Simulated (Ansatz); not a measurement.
One change: `[F][GeH2][Br]` becomes `[F][GeH2][InH2]`.

Ansatz, PBE0-D4/def2-TZVP geometries, multiplicity 1. 

Elements past krypton have def2 core potentials. Scalar relativity is left out up to krypton.

```json
{"property": "size of the dipole moment (B3LYP/def2-TZVPP) / D", "`[F][GeH2][Br]`": "2.15"}
{"property": "LUMO energy (ωB97M-V/def2-TZVPP) / eV", "`[F][GeH2][Br]`": "1.26"}
{"property": "LUMO energy (B3LYP/def2-TZVPP) / eV", "`[F][GeH2][Br]`": "-0.99"}
{"property": "HOMO energy (PBE0/def2-TZVPP) / eV", "`[F][GeH2][Br]`": "-8.67"}
{"property": "HOMO–LUMO gap (B3LYP/def2-TZVPP) / eV", "`[F][GeH2][Br]`": "7.42"}
{"property": "HOMO–LUMO gap (PBE/def2-TZVPP) / eV", "`[F][GeH2][Br]`": "5.75"}
```

(1) Give the same properties after the change, and the shifts. (Estimate.)

## Answers

(1) Computed: 
```
                                        property  `[F][GeH2][InH2]`  shift
size of the dipole moment (B3LYP/def2-TZVPP) / D               2.35   0.20
           LUMO energy (ωB97M-V/def2-TZVPP) / eV              -0.82  -2.08
             LUMO energy (B3LYP/def2-TZVPP) / eV              -2.65  -1.66
              HOMO energy (PBE0/def2-TZVPP) / eV              -7.52   1.15
           HOMO–LUMO gap (B3LYP/def2-TZVPP) / eV               4.69  -2.73
             HOMO–LUMO gap (PBE/def2-TZVPP) / eV               3.34  -2.41
```

With PBE0 the HOMO rises by 1.15 eV and the LUMO falls by 1.70 eV, so the gap narrows by about 2.85 eV. PBE moves the HOMO by 0.93 eV and ωB97M-V by 1.34 eV. The zero-point energy changes by 27.1 kJ/mol with +6 modes. Dipoles are sizes alone; their direction can turn.

B3LYP here is the variant with VWN-RPA as its local correlation; programs differ in this.

Spin–orbit coupling is left out; it splits and shifts lone-pair levels of the heavy atoms by tenths of an eV.
